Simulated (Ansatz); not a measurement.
Calculated with Ansatz (gas phase, PBE0-D4/def2-TZVP geometries, no zero-point term in ΔE). CBS: MP2 limit from def2 TZ/QZ plus the TZ coupled-cluster correction, frozen cores. This one scheme is used for every species. One conformer a species, not always the lowest.

`O=CBF` + H₂ → `BF` + `C=O`  (hydrogenolysis of a B–C bond)

`O=CBF`:

Z-matrix (Å, degrees):
```
C
B 1 1.604
O 1 1.208 2 121.2
H 1 1.115 2 119.2 3 -180.0
F 2 1.315 1 117.7 3 -180.0
H 2 1.194 1 122.6 3 0.0
```

H₂:

```xyz
2

H    -0.043   -0.046   -0.368
H     0.043    0.046    0.368
```

`BF`:

Z-matrix (Å, degrees):
```
B
F 1 1.317
H 1 1.197 2 117.8
H 1 1.198 2 117.8 3 -180.0
```

`C=O`:

Z-matrix (Å, degrees):
```
C
O 1 1.195
H 1 1.109 2 122.0
H 1 1.109 2 122.0 3 -180.0
```

| species | SCS-MP2/def2-TZVPP energy (Eh) |
| --- | --- |
| `O=CBF` | -238.85935 |
| H₂ | -1.17094 |
| `BF` | -125.73526 |
| `C=O` | -114.30766 |

(1) Work out ΔE.

(2) What do rigid-rotor, harmonic-oscillator terms from PBE0-D4/def2-TZVP frequencies (298.15 K, 1 bar) make of the CCSD(T)/CBS value? (Estimate.)

Largest T1 diagnostic among the species: 0.015.

Answers

(1) ΔE = (-125.73526) + (-114.30766) − (-238.85935) − (-1.17094) = -0.01263 Eh = -33.2 kJ/mol. CCSD(T)/CBS gives -28.4 kJ/mol.

(2) The calculation gave: ΔZPE = +15.5 kJ/mol, ΔH = -16.1 kJ/mol, ΔS = 18 J/(mol·K), ΔG = -21.5 kJ/mol. Modes under 50 cm⁻¹ make the entropy rough.

Leaving LDA and LC-ωPBE aside and taking each functional with its dispersion term where it has one, the values, not all of them listed here, spread over 13.9 kJ/mol, from BHLYP-D4 to revPBE-D4. LDA lies +6.1 kJ/mol from PBE without D4. From BLYP to BHLYP (50 % exact exchange), in def2-TZVPP and without D4, ΔE moves by −7.6 kJ/mol.
